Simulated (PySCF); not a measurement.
Compound: C₃H₁₀Si₂.
Atom-mapped SMILES: `[CH2:1]1[CH2:2][SiH2:3][SiH2:4][CH2:5]1`

Definitions: NICS(0) = −σiso at the ring centroid; NICS(1) = −σiso and NICS(1)zz = −σzz at ±1 Å along the ring normal z. Level: GIAO PBE0/pcSseg-1 (PySCF, non-relativistic, gas phase) on the PBE0-D3(BJ)/def2-SVP geometry, one conformer.

Ring bond lengths (Å), with Mayer bond orders in brackets: C1–C2 1.536 (1.02), C2–Si3 1.910 (0.91), Si3–Si4 2.346 (0.92), Si4–C5 1.909 (0.91), C5–C1 1.536 (1.02).

Give the NICS values of each ring in ppm.

```csv
ring,type,NICS(0),"NICS(1), two faces","NICS(1)zz, two faces",rms pucker (Å),"centre to ring atoms, mean (Å)"
C1–C2–Si3–Si4–C5,5-membered ring with 2 Si; formal bonds all single,-4.5,-3.9 / -4.1,-2.3 / -1.9,0.20,1.53
```

What do they say, and how far can they be read as aromaticity?

- C1–C2–Si3–Si4–C5: mean NICS(1)zz -2.1 ppm, near zero. C1, C2, Si3, Si4, C5 have four or more neighbours, and the NICS criterion for π rings isn't applied.

At the second NICS(1) probe listed for ring C1–C2–Si3–Si4–C5, 1 Å off the ring, how large is the induced field along the normal in 14.1 T applied along it?

NICSzz × B0 = -1.9 ppm × 14.1 T = -27 μT, against the applied field.

List the ring angles and the Hirshfeld charges of the ring atoms.

- C1–C2–Si3–Si4–C5: C1 112.2° (-0.065 e), C2 109.2° (-0.155 e), Si3 93.1° (+0.233 e), Si4 93.0° (+0.233 e), C5 109.1° (-0.155 e); sum 516.5° against 540° for a flat convex ring.

How do the values depend on the level or the medium?

```json
{"level": "PBE0/pcSseg-1, gas", "NICS(0), C1–C2–Si3–Si4–C5": "-4.5", "mean NICS(1)zz, C1–C2–Si3–Si4–C5": "-2.1"}
{"level": "wB97X-D/pcSseg-2, gas", "NICS(0), C1–C2–Si3–Si4–C5": "-4.2", "mean NICS(1)zz, C1–C2–Si3–Si4–C5": "-1.6"}
```

The geometry is the same throughout.

On an Arm Neoverse V1 with one thread, no GPU, on a shared host, this took 13 s wall and 0.85 GiB of memory at its peak. This is the whole shielding run at PBE0/pcSseg-1, SCF included.
